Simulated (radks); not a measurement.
Neutral lanthanum inside a hard spherical wall (all orbitals vanish at R), configuration held at [Xe] 5d1 6s2 and not refilled when levels cross. All-electron calculation, scalar-relativistic Kohn-Sham, PBE, spin-polarised, spherical densities, point nucleus; open shells are filled with parallel spins first (spin-orbit coupling, left out, can overturn this in heavy ions). Program: a radial shooting solver on a logarithmic mesh with Libxc functionals. Eigenvalues in eV for spin up, with the zero of energy where the potential of the charges vanishes at infinity; a dash marks a level that is unbound or too diffuse for the functional's potential to be trusted. A positive occupied level is held by the wall or, in an anion where self-interaction has pushed it up, behind a barrier. The pressure on the wall is -dE/dV.

| R (bohr) | E (hartree) | kinetic (hartree) | e(5s) | e(5p) | e(6s) | e(5d) | e(6p, empty) | e(7s, empty) | pressure (GPa) |
|---|---|---|---|---|---|---|---|---|---|
| free | -8493.2898 | 8984.332 | -39.035 | -22.568 | -3.816 | -3.306 | -1.425 | - | 0 |
| 10 | -8493.2858 | 8984.366 | -38.811 | -22.348 | -3.642 | -3.117 | -1.037 | 2.824 | 0.0895 |
| 8 | -8493.2638 | 8984.498 | -38.155 | -21.711 | -3.046 | -2.566 | -0.007 | 6.959 | 0.873 |
| 5 | -8492.8473 | 8986.191 | -33.784 | -17.593 | 3.913 | 1.777 | 10.154 | 35.593 | 42.7 |
| 4 | -8491.9408 | 8989.639 | -29.073 | -13.050 | 15.845 | 7.720 | 25.688 | 71.715 | 241 |
| 3.5 | -8490.7183 | 8994.188 | -24.478 | -8.285 | 29.774 | 14.249 | 42.598 | 107.72 | 671 |
| 2 | -8462.1552 | 9083.316 | 41.712 | 68.618 | 243.29 | 114.26 | 275.23 | 540.97 | 37600 |
| 1.5 | -8394.6953 | 9274.121 | 183.96 | 227.38 | 603.94 | 293.56 | 647.81 | 1180.5 | 266000 |
